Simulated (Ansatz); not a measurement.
Relaxation of FH$_{5}$W (7 atoms, charge 0, multiplicity 1), to a largest force component of 0.02 eV/Å in at most 40 steps.

The calculation used Ansatz 0.2.0, RKS PBE0-D4/def2-SVP.

```xyz
7
Properties=species:S:1:pos:R:3
W 0.000 0.000 0.000
H 0.000 0.000 1.720
F 1.850 0.000 0.000
H 0.000 1.720 0.000
H -1.720 0.000 0.000
H 0.000 -1.720 0.000
H 0.000 0.000 -1.720
```

Task: Where does it end, and by what steps?

Result: It converged. The force dipped under the threshold on the way, but the program's further checks kept it going. After 23 steps the energy has fallen by 5.416 eV; H6 moved furthest, 0.60 Å.

```csv
step,energy less start (eV),largest force component (eV/Å),accepted
0,0.0000,6.952,yes
1,-1.8327,3.039,yes
2,-3.2192,3.610,yes
3,-4.0699,1.719,yes
4,-4.8492,0.765,yes
5,-4.9382,0.551,yes
6,-4.9787,0.136,yes
7,-4.9796,0.026,yes
8,-4.9796,0.002,yes
9,-4.9796,0.002,yes
10,-4.9796,0.005,yes
11,-4.9797,0.121,yes
12,-4.9798,0.373,yes
13,-4.9999,0.561,yes
14,-5.0141,0.951,yes
15,-5.0628,1.716,yes
16,-5.1015,2.328,yes
17,-5.3494,0.860,yes
18,-5.3010,0.859,no
19,-5.4104,0.522,yes
20,-5.4142,0.075,yes
21,-5.4157,0.072,yes
22,-5.4164,0.025,yes
23,-5.4164,0.004,yes
```

```xyz
7
Properties=species:S:1:pos:R:3
W 0.380 -0.302 -0.304
H -0.122 0.080 1.211
F 2.097 0.264 0.234
H -0.125 1.213 0.077
H -1.254 -0.040 -0.034
H -0.408 -1.610 0.430
H -0.438 0.396 -1.614
```

Time of the run: 65 s on 1 thread of Arm Neoverse V1, on a shared host, peak memory 0.13 GiB.
